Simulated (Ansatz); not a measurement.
System: MoO, charge 0, quintet. MoO (SMILES [O]=[Mo], quintet).
B3LYP-D3(BJ)/def2-TZVP minimum from Ansatz (a program for electronic structure):
```xyz
2

Mo     0.0000     0.0000    -0.2716
O      0.0000     0.0000     1.4261
```
Charge 0, spin multiplicity 5.

Total energies in hartree (Ansatz). Radicals and triplets start from unrestricted determinants; spin-orbit coupling is neglected. Correlated methods leave the cores frozen (noble-gas shells, and filled d and f shells in the p block). Past Kr the def2 sets carry scalar-relativistic core potentials. The UHF reference of MoO ([O]=[Mo], quintet) is spin-contaminated (<S^2> up to 0.53 over the pure value in the sets run).

```tsv
species	HF/def2-TZVPP	CCSD(T)/def2-TZVPP	HF/def2-QZVPP	CCSD(T)/def2-QZVPP	CCSDT(Q)/def2-QZVPP
1: MoO (SMILES [O]=[Mo], quintet)	-142.42147	-142.81206	-142.42670	-142.84164	-142.84768
2: Mo (septet)	-67.56662	-67.65376	-67.56772	-67.66039	-67.66076
3: O (triplet)	-74.81563	-74.97674	-74.81863	-74.99407	-74.99447
```

Work out the atomisation energy (electronic, to ground-state atoms) in kJ/mol: take Hartree-Fock from def2-QZVPP, extrapolate the CCSD(T) correlation energy as X^-3 (X = 3, 4), and add CCSDT(Q) - CCSD(T) in def2-QZVPP. 1 hartree = 2625.5 kJ/mol.


Species 1: correlation (64·(-0.41494) - 27·(-0.39059))/37 = -0.43271; step -0.00604; E1 = -142.42670 + (-0.43271) + (-0.00604) = -142.86545
Species 2: correlation (64·(-0.09267) - 27·(-0.08714))/37 = -0.09671; step -0.00037; E2 = -67.56772 + (-0.09671) + (-0.00037) = -67.66480
Species 3: correlation (64·(-0.17544) - 27·(-0.16111))/37 = -0.18590; step -0.00040; E3 = -74.81863 + (-0.18590) + (-0.00040) = -75.00493
-1·E1 +1·E2 +1·E3 = 0.19572 hartree = 513.9 kJ/mol.
